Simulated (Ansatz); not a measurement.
Cost and result for the atomization energy of CH$_{4}$ClFOSSi (`OC(F)(S)[SiH2]Cl`) (10 atoms, 9 bonds).

Z-matrix (Å, degrees):
```
C
F 1 1.390
S 1 1.805 2 110.2
O 1 1.377 2 108.7 3 118.9
Si 1 1.917 2 108.3 3 -118.6
H 3 1.344 1 94.5 2 95.5
H 4 0.967 1 108.2 2 65.2
Cl 5 2.057 1 104.9 2 -64.5
H 5 1.477 1 109.7 2 179.3
H 5 1.479 1 111.3 2 54.1
```

Total charge 0; spin multiplicity 1. The structure was optimised at the PBE0-D4/def2-TZVP level. It is one conformer, not always the lowest. Program: Ansatz. All runs use 4 threads of an Arm Neoverse V2 on a shared host. Times are those of one run each, without the atoms' runs, and a repeat can differ threefold. Electronic energies, without spin–orbit coupling; frozen cores. CCSD(T)/CBS adds CCSD(T) − MP2 in def2-TZVPP to the MP2 limit, and its time is that of the two runs behind it. T1 = 0.012. B3LYP takes the VWN-RPA correlation (the form of Gaussian; ORCA's B3LYP/G).

CCSD(T)/CBS is a level of theory with its own doubt, some kJ/mol a heavy atom from the limit and from the frozen cores, so smaller differences don't rank the functionals.

```csv
level,functions,wall time,atomization (kcal/mol),difference from CCSD(T)/CBS,per bond
PBE-D4/def2-TZVPP (with forces),275,2.8 s,829.2,20.5,2.3
PBE0-D4/def2-TZVPP,275,4.1 s,806.9,-1.8,-0.2
r2SCAN-D4/def2-TZVPP (with forces),275,6 s,812.4,3.7,0.4
B3LYP-D4/def2-TZVPP (with forces),275,6.5 s,800.9,-7.8,-0.9
B2PLYP/def2-TZVPP,275,6.5 s,791.9,-16.8,-1.9
ωB97X-V/def2-TZVPP,275,9.5 s,813.5,4.8,0.5
ωB97M-V/def2-TZVPP (with forces),275,14 s,813.4,4.7,0.5
MP2/def2-QZVPP,501,25 s,820.1,11.4,1.3
CCSD(T)/def2-TZVPP,275,4.9 min,780.9,-27.8,-3.1
CCSD(T)/CBS(def2),–,5.3 min,808.7,0.0,0.0
```

From PBE to PBE0 (25 % exact exchange), in def2-TZVPP and without D4, the atomization energy moves by −21.2 kcal/mol: exact exchange takes away binding that semilocal exchange gives to molecules. In def2-TZVPP, CCSD(T) changes the Hartree–Fock value by +230.5 kcal/mol (the triples alone add +16.9 kcal/mol) and MP2 by +253.3 kcal/mol; breaking electron pairs costs correlation energy, which Hartree–Fock lacks. The D4 term adds +11.2 kcal/mol with B3LYP and +5.8 kcal/mol with PBE0; it sums over pairs of atoms, weighted by their polarisabilities, and B3LYP, whose exchange is more repulsive, gets the larger term.
